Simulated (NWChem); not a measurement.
Molecule: TiNH$_{2}$OF; SMILES [NH]=[Ti]([F])[OH]

```xyz
6

Ti    -0.0211    -0.0247     0.2049
N     -1.6353     0.2714    -0.1480
H     -2.6046     0.2185    -0.4866
F      0.5899    -1.6737    -0.1574
O      1.0548     1.4024    -0.1367
H      0.7683     2.2680    -0.4762
```
Atoms are numbered in this order, from 1.

Results from NWChem. Pople sets run with spherical d functions. Medium grid unless said otherwise, to which SCAN and Minnesota functionals are sensitive. Coordinates come from a PBE-D3(BJ)/def2-SVP optimisation. Total energies of different functionals are on different scales.

```
level                                                             energy (Ha)  highest occupied level (eV)  orbital gap (eV)  dipole (D)
----------------------------------------------------------------  -----------  ---------------------------  ----------------  ----------
B3LYP/6-31G*                                                       -1080.5412                        -6.85              4.23        2.37
PBE/6-31G*                                                         -1080.0861                        -5.63              2.48        2.21
Hartree-Fock/6-31G*                                                -1078.3259                       -10.65             11.17        2.70
LC-wPBE (HJS exchange hole, range parameter 0.4 per bohr)/6-31G*   -1080.1484                       -10.01             10.02        2.40
r2SCAN/6-31G*                                                      -1080.4007                        -5.96              3.02        2.34
M06-L/6-31G*                                                       -1080.4983                        -5.87              3.27        2.40
KT2/6-31G*                                                         -1088.5892                        -5.78              2.52        2.25
B3PW91/6-31G*                                                      -1080.3959                        -6.91              4.54        2.41
LC-BLYP (range parameter 0.33 per bohr)/6-31G*                     -1079.8550                        -9.45              8.95        2.31
```
